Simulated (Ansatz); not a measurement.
Level of theory: Ansatz (a quantum-chemistry and plane-wave program) with frozen-core CCSD(T)/cc-pVTZ // PBE0-D4/def2-TZVP.

Ansatz 0.2 input:
```yaml
crystal:
  periodic: [false, false, false]
  atoms:
    - { symbol: N, position_ang: [-1.430302, -0.103751, -0.397501] }
    - { symbol: C, position_ang: [-0.063039, -0.011054, 0.004773] }
    - { symbol: S, position_ang: [0.151989, -0.698897, 1.704444] }
    - { symbol: S, position_ang: [0.843692, -0.937469, -1.276667] }
    - { symbol: S, position_ang: [0.437227, 1.728483, 0.139075] }
    - { symbol: H, position_ang: [-1.771201, -1.057175, -0.354105] }
    - { symbol: H, position_ang: [-2.015389, 0.510637, 0.15334] }
    - { symbol: H, position_ang: [1.465583, -0.451947, 1.840028] }
    - { symbol: H, position_ang: [2.020791, -0.971159, -0.634754] }
    - { symbol: H, position_ang: [0.36065, 1.992332, -1.178635] }
basis:
  gaussian: { orbitals: cc-pVTZ }
correlation:
  method: ccsd_t
```

Output:

```
Functional definition: HF
1330 factors; integrals over basis functions are off by at most 1.3e-3 eV
mean field evaluation 1: about -35041.2588 eV, gradient 3.4e1 eV
mean field evaluation 2: about -35041.6543 eV, gradient 3.4e1 eV
mean field evaluation 4: about -35044.9466 eV, gradient 4.2e0 eV
mean field evaluation 8: about -35045.0347 eV, gradient 4.5e-1 eV
mean field evaluation 16: about -35045.0358 eV, gradient 2.0e-6 eV
mean field -35045.03576422 eV, -1287.8813099568 hartree, gradient 2.0e-6 eV, S^2 0.000000; 0 other end points of the search recorded, 0 dependent functions left out
17 core orbitals not correlated
reference -35045.03576422 eV, -1287.8813099568 hartree; 16, 16 occupied and 199, 199 virtual orbitals, 1330 factors
second order -25.14865733 eV of doubles, -0.00000000 eV of singles
cycle   1  -25.80661441 eV  change   -6.6e-1 eV  update   1.2e-1
cycle   2  -26.49343296 eV  change   -6.9e-1 eV  update   3.4e-2
cycle   3  -26.61859805 eV  change   -1.3e-1 eV  update   1.5e-2
cycle   4  -26.61109403 eV  change    7.5e-3 eV  update   3.6e-3
cycle   5  -26.61052682 eV  change    5.7e-4 eV  update   1.6e-3
cycle   6  -26.61030632 eV  change    2.2e-4 eV  update   5.2e-4
cycle   7  -26.61002946 eV  change    2.8e-4 eV  update   2.5e-4
cycle   8  -26.61001416 eV  change    1.5e-5 eV  update   7.4e-5
cycle   9  -26.61004011 eV  change   -2.6e-5 eV  update   2.4e-5
perturbative correction -1.27223914 eV, -0.0467539259 hartree
Total energy: -35072.91804347 eV, -1288.9059648199 hartree
```

Cost: roughly 4 core-minutes.
